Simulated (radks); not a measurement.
The numbers below are computed, except where a source is named.
Tb LX, configuration [He] 2s2 2p2. Code: a radial shooting solver on a logarithmic mesh with Libxc functionals. Model: Dirac Kohn-Sham, BLYP, spin-unpolarised, spherical densities, finite nucleus; open shells fill j = l - 1/2 first; Fermi nuclear charge, rms radius 5.06 fm.

Unscreened Slater integrals over Kohn-Sham orbitals (cm^-1). Large and small components are both included. Empty in this configuration: 2p3/2.

\begin{tabular}{lr}
integral & value \\ \hline
F0(2p1/2,2p1/2) & 2760200 \\
F0(2p1/2,2s1/2) & 2453200 \\
G1(2p1/2,2s1/2) & 1287800 \\
F0(2p1/2,1s1/2) & 3787200 \\
G1(2p1/2,1s1/2) & 689590 \\
F0(2p1/2,2p3/2) & 2636200 \\
G2(2p1/2,2p3/2) & 1189000 \\
F0(2s1/2,2s1/2) & 2269100 \\
F0(2s1/2,1s1/2) & 3245000 \\
G0(2s1/2,1s1/2) & 374850 \\
F0(2s1/2,2p3/2) & 2369000 \\
G1(2s1/2,2p3/2) & 1325700 \\
F0(1s1/2,1s1/2) & 9691200 \\
F0(1s1/2,2p3/2) & 3422400 \\
G1(1s1/2,2p3/2) & 628270 \\
F0(2p3/2,2p3/2) & 2531400 \\
F2(2p3/2,2p3/2) & 1213000 \\
\end{tabular}
